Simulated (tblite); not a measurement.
Compound: BH₇N₂Si.
Geometry (GFN2-xTB, Å), atoms numbered from 1 in this order:
```xyz
11
BH7N2Si angstrom
B      2.0973    0.0733   -0.2565
N      0.7834    0.3166    0.1266
Si    -0.6571   -0.6336   -0.1220
N     -1.9227    0.5102    0.1422
H      2.9447    0.8269    0.0478
H      2.3295   -0.8821   -0.8925
H      0.6203    1.1425    0.6852
H     -0.8290   -1.6456    0.9240
H     -0.5797   -1.2388   -1.4564
H     -2.8653    0.1617    0.1975
H     -1.9160    1.3717   -0.3820
```

Calculated harmonic vibrations of the isolated species, GFN2-xTB (tblite), most abundant isotopes, no scaling. This tight-binding method is rough: wavenumbers can miss measured ones by several per cent, in bad cases by 10 to 20. Modes of hydrogen on boron and silicon can be 10 to 20 % off. One conformer, not necessarily the lowest.

Harmonic wavenumbers (cm⁻¹): 55.4, 189.6, 228.6, 297.0, 317.2, 528.2, 566.2, 581.1, 719.6, 731.4, 744.9, 796.1, 840.5, 859.1, 894.6, 939.2, 1159.7, 1236.8, 1381.4, 1530.2, 2199.9, 2234.1, 2593.7, 2633.4, 3433.0, 3468.7, 3513.9.

A = 16634, B = 3335, C = 2919 MHz; mass 74.047 u (most abundant isotopes); point group C1, symmetry number 1.

**Question.** What is the zero-point energy?

**Answer.** Half the sum of the wavenumbers: 17337 cm⁻¹ = 207.39 kJ/mol.

**Question.** Entropy at 298.15 K, 1 bar (ideal gas, RRHO, classical rotation)?

**Answer.** Translation 162.54, rotation 105.01, vibration 62.01: S = 329.6 J/(mol K).

**Question.** And Cp and H(298.15 K) − H(0)?

**Answer.** Cp = 108.51 J/(mol K), of which vibrations give 75.25 (their classical limit is 27 R = 224.5); H(298.15 K) − H(0) = 20.30 kJ/mol without the zero-point energy, 10.39 from vibrations.

**Question.** Which modes carry the vibrational entropy at 298.15 K?

**Answer.** 55.4 cm⁻¹: 19.31; 189.6 cm⁻¹: 9.34; 228.6 cm⁻¹: 7.91; 297.0 cm⁻¹: 6.00; 317.2 cm⁻¹: 5.54; 528.2 cm⁻¹: 2.47 J/(mol K); the other 21 give 11.45 together.

**Question.** What must be added to the electronic energy to get the Gibbs energy at 298.15 K and 1 bar?

**Answer.** ZPE + [H(298.15 K) − H(0)] − T·S = 207.39 + 20.30 − 98.26 = 129.43 kJ/mol.

Hindered rotation and anharmonicity are outside this model. Other conformers, if any are populated, would add a mixing term that is left out. The structure is chiral; the term R ln 2 for an equal mix with its mirror image is left out.
